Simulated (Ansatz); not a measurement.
**Scan of the B1–H4 bond length**

BH2TeO (SMILES B[Te][O]), doublet, at its PBE0-D4/def2-TZVP minimum:

```csv
atom,x (Å),y (Å),z (Å)
B1,-0.2842,0.7383,-0.0366
Te2,-0.5167,-1.3829,0.0910
O3,1.2510,-1.9386,0.0854
H4,-1.2706,1.4074,-0.0543
H5,0.8205,1.1758,-0.0855
```

The bond length B1–H4 (1.192 Å at the minimum) is set to the values below, the two halves moving rigidly along the bond. Each method's energies count from its own value at the PBE0-D4 minimum structure. Ansatz 0.2.0; basis: def2-TZVPP; cores frozen in the correlated methods; orbitals are unrestricted. Filled d shells of the heavier atoms are correlated. Core potentials replace the inner electrons of the atoms past krypton. The def2 sets are not built for correlating such inner shells, so the correlated values are less sure here. B3LYP uses VWN-RPA correlation.

CCSD(T) energies along the scan:
| bond length (Å) | CCSD(T) (eV) |
| --- | --- |
| 0.977 | 0.802 |
| 1.028 | 0.421 |
| 1.101 | 0.111 |
| 1.187 | 0.000 |
| 1.283 | 0.090 |
| 1.385 | 0.338 |
| 1.494 | 0.699 |
| 1.609 | 1.130 |
| 1.729 | 1.592 |
They count from the CCSD(T) energy at the PBE0-D4 minimum.

Minimum and curvature along this coordinate at CCSD(T): A fifth-order fit through the nearest points gives 1.190 Å, with a curvature of about 24 eV/Å².

Q: Treat the two halves as rigid bodies and work out the harmonic wavenumber of this stretch from that curvature (ν̃ = 521.5 √(k/μ) cm⁻¹ with k in eV/Å² and μ in u).

A: The halves weigh 155.42 and 1.01 u, so μ = 155.42 × 1.01/156.43 = 1.003 u and ν̃ = 521.5 √(24/1.003) ≈ 2600 cm⁻¹. A true normal mode mixes in other motions, so this is a guide only.

Largest difference from the CCSD(T) curve over the scan: PBE-D4 0.129; r2SCAN-D4 0.016; B3LYP-D4 0.032 eV. Each curve counts from its own value at the minimum.

T1 diagnostic: at most 0.045. ⟨S²⟩ of the unrestricted Hartree–Fock references: 0.78 (a pure state has 0.75).

For scale, one of the runs: CCSD(T)/def2-TZVPP, 140 basis functions (an equivalent command: `ansatz run in.yaml --threads 2`). The run took 67 s on 2 CPU threads (shared host), with 2.5 GiB of host memory at its peak.
